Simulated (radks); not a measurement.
Species: W XL. Configuration: [Ar] 3d10 4s2 4p5. Calculated with a radial shooting solver on a logarithmic mesh with Libxc functionals: Dirac Kohn-Sham, BLYP, spin-unpolarised, spherical densities, finite nucleus; open shells fill j = l - 1/2 first; Fermi nuclear charge, rms radius 5.3658 fm.

Unscreened Slater integrals over Kohn-Sham orbitals (eV). Large and small components are both included.

F0(4p3/2,4p3/2): 58.159
F2(4p3/2,4p3/2): 30.212
F0(4p3/2,4p1/2): 59.585
G2(4p3/2,4p1/2): 30.330
F0(4p3/2,4s1/2): 59.336
G1(4p3/2,4s1/2): 39.795
F0(4p3/2,3d5/2): 73.841
F2(4p3/2,3d5/2): 21.182
G1(4p3/2,3d5/2): 6.8171
G3(4p3/2,3d5/2): 6.9047
F0(4p1/2,4p1/2): 61.186
F0(4p1/2,4s1/2): 60.890
G1(4p1/2,4s1/2): 40.714
F0(4p1/2,3d5/2): 76.965
G3(4p1/2,3d5/2): 7.4451
F0(4s1/2,4s1/2): 60.643
F0(4s1/2,3d5/2): 76.067
G2(4s1/2,3d5/2): 7.1705
F0(3d5/2,3d5/2): 136.60
F2(3d5/2,3d5/2): 69.927
F4(3d5/2,3d5/2): 45.063
